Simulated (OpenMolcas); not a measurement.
How basis sets differ on SiPH5O2 (SMILES O[SiH2]OP)

The species is SiPH5O2 (9 atoms), meant as a singlet with charge 0. As SMILES, `O[SiH2]OP`. Geometry: relaxed at PBE0-D4/def2-TZVP. This is one conformer, not always the lowest.

```tsv
atom	x (Å)	y (Å)	z (Å)
O	-0.3079	1.1443	-1.6429
Si	0.8177	0.5620	-0.6064
O	0.3024	-0.7781	0.2018
P	-0.9422	-0.8349	1.2776
H	-0.9987	1.7069	-1.2906
H	1.1706	1.6053	0.3913
H	1.9645	0.1235	-1.4211
H	-0.3059	-1.5909	2.3026
H	-1.6120	-1.9843	0.7706
```

Quantity: the dipole moment, in D. The values are calculated.

| level | kind | program | value (D) | CPU time |
| --- | --- | --- | --- | --- |
| HF/ANO-XS-MB (DKH2) | Hartree–Fock | OpenMolcas | 2.43 | 2.8 s |
| HF/STO-3G | Hartree–Fock | OpenMolcas | 1.51 | 3.3 s |
| HF/3-21G | Hartree–Fock | OpenMolcas | 2.46 | 4.2 s |
| HF/6-31G* (spherical functions) | Hartree–Fock | OpenMolcas | 1.87 | 11 s |

The values span 1.51 to 2.46 D. Magnitudes only. Sets without polarisation functions give poor dipoles. Times are those of the runs behind each value, whatever else they computed, on shared processors of several kinds: orders of magnitude only.
